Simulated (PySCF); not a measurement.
Compound: C3H9GaN2.
Structure used (PBE0-D3(BJ)/def2-SVP), in Å, numbered top down from 1:
```
atom  x, y, z in Å
C1     2.4308    0.4644   -0.4553
C2     1.6084   -0.3921    0.3660
N3     0.9078   -1.0515    1.0045
Ga4   -1.1861   -1.1955    1.4510
C5    -1.6554   -0.1875   -0.2256
N6    -0.8766    1.0429   -0.3771
H7     2.9585   -0.1232   -1.2191
H8     1.7324    1.1685   -0.9338
H9     3.1593    1.0103    0.1603
H10   -1.4690   -2.7445    1.5086
H11   -1.1961   -0.3430    2.7879
H12   -2.7544   -0.0242   -0.2320
H13   -1.4459   -0.8508   -1.0829
H14   -1.2261    1.6007   -1.1568
H15   -0.9955    1.6288    0.4490
```

Method used: PBE0-D3(BJ)/def2-SVP geometry optimisation, gas phase in PySCF 2.14.0.

Which atoms are bound to Ga4, and at what distances?

4 atoms: H10 1.576 Å, H11 1.586 Å, C5 2.012 Å, N3 2.146 Å. The nearest atom not counted as bound is H13, at 2.57 Å.

List the angles at Ga4.

```tsv
angle	degrees	distance of the outer atoms (Å)
H10–Ga4–H11	119.8	2.73
C5–Ga4–H10	118.8	3.10
C5–Ga4–H11	115.6	3.05
N3–Ga4–H10	104.4	2.96
N3–Ga4–H11	98.4	2.85
N3–Ga4–C5	91.2	2.97
```

Describe the arrangement about Ga4 in numbers.

Angles from 91.2° to 119.8°; τ4 = (360° − α − β)/141° = 0.86 with α and β the two widest (0 for a square, 1 for a tetrahedron).

What are the other bond lengths?

C1–C2 1.444 Å; C2≡N3 1.155 Å; C5–N6 1.464 Å; C1–H7, C1–H8, C1–H9 1.100 Å; C5–H12, C5–H13 1.108 Å; N6–H14, N6–H15 1.020 Å.

Give some angles away from the centre.

C1–C2–N3 177.4°, C2–N3–Ga4 138.2°, Ga4–C5–N6 112.5°.

What are the rotational constants (commonest isotopes, rigid rotor)?

A = 3441, B = 1471, C = 1092 MHz: an asymmetric top.

Point group: C1 (no symmetry element, even within 0.4 Å). Charge 0, singlet. No frequency check.

One conformer stands for the species.
